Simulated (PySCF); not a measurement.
# Basis-set dependence of population analyses: `BCB(F)F`

CH₄B₂F₂.
Cartesian coordinates in Å at the PBE0-D3(BJ)/def2-SVP level; atoms count from 1:
```xyz
9
CH4B2F2 angstrom
B      0.7987    0.5603    0.8712
C      0.4664   -0.2702   -0.4033
B     -1.0931   -0.3213   -0.5098
F     -1.8077   -1.2018    0.1683
F     -1.7706    0.5199   -1.2699
H      0.9071    0.0209    1.9477
H      0.9037    1.7635    0.8067
H      0.8172   -1.3096   -0.3059
H      0.8465    0.2131   -1.3158
```

PBE0 throughout (PySCF), one geometry, spherical d and f functions. Geometry: PBE0-D3(BJ)/def2-SVP, one conformer, isolated molecule. Atoms taken as equivalent share a column and are averaged.

Mulliken charges (e):

```tsv
basis	functions	B1	C2	B3	F4/F5	H6/H7	H8/H9
STO-3G	29	+0.157	-0.368	+0.375	-0.118	-0.050	+0.087
6-31G	53	+0.199	-0.766	+0.740	-0.287	-0.013	+0.213
pcSseg-0	53	+0.231	-1.244	+0.973	-0.306	+0.042	+0.284
6-31G*	78	+0.084	-0.683	+0.670	-0.251	+0.007	+0.208
cc-pVDZ	90	-0.032	-0.141	+0.227	-0.090	-0.003	+0.065
def2-SVP	90	+0.014	-0.220	+0.234	-0.099	-0.003	+0.088
aug-cc-pVDZ	151	-1.235	+0.599	+1.023	-0.397	+0.614	-0.411
6-311+G(2d,p)	159	+0.037	-0.620	+0.839	-0.304	+0.007	+0.169
def2-TZVP	179	-0.054	-0.289	+0.468	-0.227	+0.026	+0.138
cc-pVTZ	206	-0.058	-0.256	+0.394	-0.181	+0.027	+0.115
IGLO-III	215	+0.161	-0.523	+0.824	-0.339	-0.031	+0.140
```

IAO charges (e):

```json
{"basis": "STO-3G", "functions": "29", "B1": "+0.091", "C2": "-0.552", "B3": "+0.474", "F4/F5": "-0.158", "H6/H7": "-0.003", "H8/H9": "+0.154"}
{"basis": "6-31G", "functions": "53", "B1": "+0.072", "C2": "-0.601", "B3": "+0.714", "F4/F5": "-0.297", "H6/H7": "+0.017", "H8/H9": "+0.188"}
{"basis": "pcSseg-0", "functions": "53", "B1": "+0.065", "C2": "-0.599", "B3": "+0.698", "F4/F5": "-0.286", "H6/H7": "+0.017", "H8/H9": "+0.187"}
{"basis": "6-31G*", "functions": "78", "B1": "+0.088", "C2": "-0.601", "B3": "+0.761", "F4/F5": "-0.309", "H6/H7": "+0.007", "H8/H9": "+0.179"}
{"basis": "cc-pVDZ", "functions": "90", "B1": "+0.073", "C2": "-0.597", "B3": "+0.748", "F4/F5": "-0.305", "H6/H7": "+0.013", "H8/H9": "+0.181"}
{"basis": "def2-SVP", "functions": "90", "B1": "+0.081", "C2": "-0.594", "B3": "+0.748", "F4/F5": "-0.304", "H6/H7": "+0.009", "H8/H9": "+0.178"}
{"basis": "aug-cc-pVDZ", "functions": "151", "B1": "+0.076", "C2": "-0.606", "B3": "+0.762", "F4/F5": "-0.314", "H6/H7": "+0.013", "H8/H9": "+0.185"}
{"basis": "6-311+G(2d,p)", "functions": "159", "B1": "+0.077", "C2": "-0.610", "B3": "+0.768", "F4/F5": "-0.317", "H6/H7": "+0.013", "H8/H9": "+0.186"}
{"basis": "def2-TZVP", "functions": "179", "B1": "+0.077", "C2": "-0.612", "B3": "+0.776", "F4/F5": "-0.319", "H6/H7": "+0.013", "H8/H9": "+0.185"}
{"basis": "cc-pVTZ", "functions": "206", "B1": "+0.076", "C2": "-0.612", "B3": "+0.775", "F4/F5": "-0.318", "H6/H7": "+0.013", "H8/H9": "+0.185"}
{"basis": "IGLO-III", "functions": "215", "B1": "+0.076", "C2": "-0.612", "B3": "+0.774", "F4/F5": "-0.319", "H6/H7": "+0.013", "H8/H9": "+0.186"}
```

Hirshfeld charges (e):

```json
{"basis": "STO-3G", "functions": "29", "B1": "+0.155", "C2": "-0.146", "B3": "+0.217", "F4/F5": "-0.062", "H6/H7": "-0.075", "H8/H9": "+0.023"}
{"basis": "6-31G", "functions": "53", "B1": "+0.156", "C2": "-0.190", "B3": "+0.301", "F4/F5": "-0.134", "H6/H7": "-0.055", "H8/H9": "+0.056"}
{"basis": "pcSseg-0", "functions": "53", "B1": "+0.165", "C2": "-0.202", "B3": "+0.309", "F4/F5": "-0.132", "H6/H7": "-0.057", "H8/H9": "+0.054"}
{"basis": "6-31G*", "functions": "78", "B1": "+0.153", "C2": "-0.190", "B3": "+0.299", "F4/F5": "-0.129", "H6/H7": "-0.058", "H8/H9": "+0.055"}
{"basis": "cc-pVDZ", "functions": "90", "B1": "+0.158", "C2": "-0.210", "B3": "+0.295", "F4/F5": "-0.122", "H6/H7": "-0.057", "H8/H9": "+0.058"}
{"basis": "def2-SVP", "functions": "90", "B1": "+0.159", "C2": "-0.214", "B3": "+0.309", "F4/F5": "-0.128", "H6/H7": "-0.058", "H8/H9": "+0.058"}
{"basis": "aug-cc-pVDZ", "functions": "151", "B1": "+0.159", "C2": "-0.222", "B3": "+0.323", "F4/F5": "-0.137", "H6/H7": "-0.053", "H8/H9": "+0.060"}
{"basis": "6-311+G(2d,p)", "functions": "159", "B1": "+0.164", "C2": "-0.216", "B3": "+0.332", "F4/F5": "-0.143", "H6/H7": "-0.055", "H8/H9": "+0.058"}
{"basis": "def2-TZVP", "functions": "179", "B1": "+0.159", "C2": "-0.216", "B3": "+0.327", "F4/F5": "-0.140", "H6/H7": "-0.054", "H8/H9": "+0.059"}
{"basis": "cc-pVTZ", "functions": "206", "B1": "+0.158", "C2": "-0.217", "B3": "+0.324", "F4/F5": "-0.136", "H6/H7": "-0.055", "H8/H9": "+0.059"}
{"basis": "IGLO-III", "functions": "215", "B1": "+0.158", "C2": "-0.220", "B3": "+0.331", "F4/F5": "-0.140", "H6/H7": "-0.053", "H8/H9": "+0.059"}
```

Some averages cover members that differ in this geometry, most widely: H8/H9, Mulliken in aug-cc-pVDZ -0.424 to -0.398 e.

Q: Which scheme is steadiest as the basis changes?

A: Largest range over the bases for any column: Hirshfeld 0.11 e, IAO 0.30 e, Mulliken 1.84 e. Hirshfeld charges move least and Mulliken charges most, counted in e. Without the minimal STO-3G basis the ranges are Hirshfeld 0.04, IAO 0.08, Mulliken 1.84 e.

Q: How much do the charges still move between the two largest bases, cc-pVTZ and IGLO-III?

A: At most, over all atoms: Mulliken 0.430 e, IAO 0.001 e, Hirshfeld 0.007 e.

Q: What do the same runs give for the total energy, the frontier levels and the dipole moment?

A: 
| basis | energy (Eh) | HOMO (eV) | LUMO (eV) | μ (D) |
| --- | --- | --- | --- | --- |
| STO-3G | -285.7488 | -6.52 | 1.57 | 0.75 |
| 6-31G | -289.6217 | -9.35 | -1.71 | 1.70 |
| pcSseg-0 | -289.0520 | -9.55 | -1.97 | 1.56 |
| 6-31G* | -289.6877 | -9.21 | -1.49 | 1.33 |
| cc-pVDZ | -289.7065 | -9.26 | -1.73 | 1.42 |
| def2-SVP | -289.4787 | -9.31 | -1.77 | 1.44 |
| aug-cc-pVDZ | -289.7242 | -9.36 | -1.89 | 1.52 |
| 6-311+G(2d,p) | -289.7899 | -9.40 | -1.91 | 1.57 |
| def2-TZVP | -289.8180 | -9.38 | -1.87 | 1.52 |
| cc-pVTZ | -289.8056 | -9.37 | -1.84 | 1.49 |
| IGLO-III | -289.8251 | -9.39 | -1.89 | 1.52 |

The dipole is fixed by the density alone, so its range of 0.95 D shows that the density itself changes with the basis, not only its division among atoms.
